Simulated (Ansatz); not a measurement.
```yaml
crystal:
  periodic: [false, false, false]
  atoms:
    - {symbol: C, position_ang: [-1.578640, 0.238016, 1.179721]}
    - {symbol: O, position_ang: [1.035951, -0.290400, 0.599622]}
    - {symbol: Si, position_ang: [0.985951, -0.290400, 0.599622]}
    - {symbol: Si, position_ang: [0.889202, -0.151362, -1.749474]}
    - {symbol: F, position_ang: [-0.120139, 1.029068, -2.179518]}
    - {symbol: H, position_ang: [-1.870287, 0.425169, 0.139983]}
    - {symbol: H, position_ang: [-1.357571, 1.199717, 1.656606]}
    - {symbol: H, position_ang: [-2.419886, -0.222575, 1.699420]}
    - {symbol: H, position_ang: [1.900546, -1.395763, 0.983413]}
    - {symbol: H, position_ang: [1.514285, 0.999030, 1.136816]}
    - {symbol: H, position_ang: [0.385960, -1.406468, -2.368860]}
    - {symbol: H, position_ang: [2.225409, 0.161822, -2.325964]}
basis:
  gaussian: {orbitals: "6-31G*"}
hamiltonian: {xc: {name: wB97}}
```

```sh
$ ansatz run in.yaml --threads 4 --pin off --events-out ev --progress --plain --max-ram 10444MiB
```

Output, abridged:

```
Functional definition: wB97
  name "wB97"
  cite "Chai & Head-Gordon, J. Chem. Phys. 128, 084106 (2008) doi:10.1063/1.2834918"
  cite "Becke, J. Chem. Phys. 107, 8554 (1997) doi:10.1063/1.475007"
  parameter omega = 0.4/bohr
  parameter cx1 = 1.13116
  parameter cx2 = -2.74915
  parameter cx3 = 12.0900
  parameter cx4 = -5.71642
  parameter css1 = -2.55352
  parameter css2 = 11.8926
  parameter css3 = -26.9452
  parameter css4 = 17.0927
  parameter cos1 = 3.99051
  parameter cos2 = -17.0066
  parameter cos3 = 1.07292
  parameter cos4 = 8.88211
  # The coefficients of nought are those of the uniform gas.
  exchange = spin_sum(e_x_unif_sr(omega)*poly(b97_u_x, 1, cx1, cx2, cx3, cx4)) + exact_x_lr(omega)
  correlation = spin_sum(e_c_pw_same_spin*poly(b97_u_same, 1, css1, css2, css3, css4))
      + integral(e_c_pw_opposite_spin*poly(b97_u_opposite, 1, cos1, cos2, cos3, cos4))
1154 factors; their error is unknown
393 factors; integrals over basis functions are off by at most 1.2e-5 eV
mean field evaluation 1: about 1710.5252 eV, gradient 8.6e1 eV
mean field evaluation 2: about 1710.2372 eV, gradient 6.2e1 eV
mean field evaluation 4: about 1701.5419 eV, gradient 2.2e0 eV
mean field evaluation 8: about 1700.1782 eV, gradient 3.0e0 eV
a density is far from that of the atoms, so the factors are made again for it
1121 factors; integrals over basis functions are off by at most 5.0e-4 eV
410 factors; integrals over basis functions are off by at most 1.2e-5 eV
mean field evaluation 16: about 1701.4807 eV, gradient 1.2e-3 eV
mean field 1700.29623406 eV, 62.4847340994 hartree, gradient 2.0e-5 eV, S^2 0.000000; 0 other end points of the search recorded, 0 dependent functions left out
reference 1700.29624494 eV, 62.4847344993 hartree; 29, 29 occupied and 68, 68 virtual orbitals, 1121 factors
Total energy: 1700.29624494 eV, 62.4847344993 hartree
```

Task: Something in this input is off. What?

Result: One atom was put on top of another. Self-consistency was reached. The result belongs to that input, not to the molecule as meant.
